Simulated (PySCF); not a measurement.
Dipole response of F⁺ (fluorine, charge +1)

[He] 2s2 2p3 3s1, high-spin 5S determinant (an excited configuration). Computed with PySCF 2.14 in x2c-QZVPPall with one added diffuse shell each of s, p, d, f type (8s5p4d3f1g, 73 functions), with the spin-free X2C one-electron Hamiltonian (Gaussian nucleus). Coupled (time-dependent) response in atomic units; α is the mean over directions.

| method | mean α (bohr³) | C₆ (like pair) | S(−4) |
| --- | --- | --- | --- |
| UHF | 64.20 | 336.8 | 5746 |
| PBE | 54.34 | 267.2 | 4005 |
| PBE0 | 57.48 | 290.2 | 4478 |
| r2SCANh | 54.27 | 278.5 | 3668 |
| M06-L | 61.66 | 331.6 | 4868 |

S(−4) is the Cauchy moment in α(ω) = α(0) + S(−4) ω² + …

α(iu) at r2SCANh:

| u (hartree) | α(iu) (bohr³) |
| --- | --- |
| 0 | 54.27 |
| 0.0500 | 46.46 |
| 0.100 | 32.63 |
| 0.200 | 15.41 |
| 0.300 | 8.651 |
| 0.500 | 4.083 |
| 0.750 | 2.335 |
| 1.00 | 1.612 |
| 1.50 | 0.9747 |
| 2.00 | 0.6784 |
| 3.00 | 0.3923 |
| 5.00 | 0.1809 |

For an ion, C₆ is the dispersion term alone; charge-induced terms of lower order in 1/R come first.

The outer electron is Rydberg-like, and this basis confines it to a smaller radius and binds it less than a complete one would.
